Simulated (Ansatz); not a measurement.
Reaction (redistribution): `[Cl][GeH2][I]` + `CO[SiH](S)Cl` → `[SH][GeH2][Cl]` + `CO[SiH](Cl)I`

Gas-phase electronic energies from Ansatz, PBE0-D4/def2-TZVP geometries. CBS: MP2 limit from def2 TZ/QZ plus the TZ coupled-cluster correction, frozen cores. Functionals use def2-TZVPP. B3LYP here is the variant with VWN-RPA as its local correlation; programs differ in this. HSE06 is defined as in plane-wave codes. def2 core potentials past Kr. For Ge, I outer-core shells are correlated without core-valence functions, which leaves a few kJ/mol of doubt a bond. Scalar relativity is left out up to krypton. Each species was taken in one conformer, which may not be the lowest.

(1) Is it downhill or uphill in electronic energy at CCSD(T)/CBS, and by how much? (Best estimate.)

(2) What do these levels give: B97M-V, HSE06-D4, B3LYP, HF/def2-SVP, CCSD(T)/def2-SVP, CCSD/def2-TZVPP? (An estimate is asked.)

Largest T1 diagnostic among the species: 0.011.

Answers

(1) The calculation gave: Uphill: ΔE = +2.2 kcal/mol.

(2) Computed: B97M-V 2.8, HSE06-D4 2.8, B3LYP 3.0, HF/def2-SVP 3.8, CCSD(T)/def2-SVP 3.5, CCSD/def2-TZVPP 2.5 kcal/mol.

In def2-TZVPP, CCSD(T) changes the Hartree–Fock value by −0.9 kcal/mol (the triples alone add −0.1 kcal/mol) and MP2 by −1.1 kcal/mol. Leaving LDA and LC-ωPBE aside and taking each functional with its dispersion term where it has one, the values, not all of them listed here, spread over 0.5 kcal/mol, from PBE-D4 to BHLYP-D4. At CCSD(T), def2-SVP lies +1.3 kcal/mol from the extrapolated value and def2-TZVPP +0.2 kcal/mol.
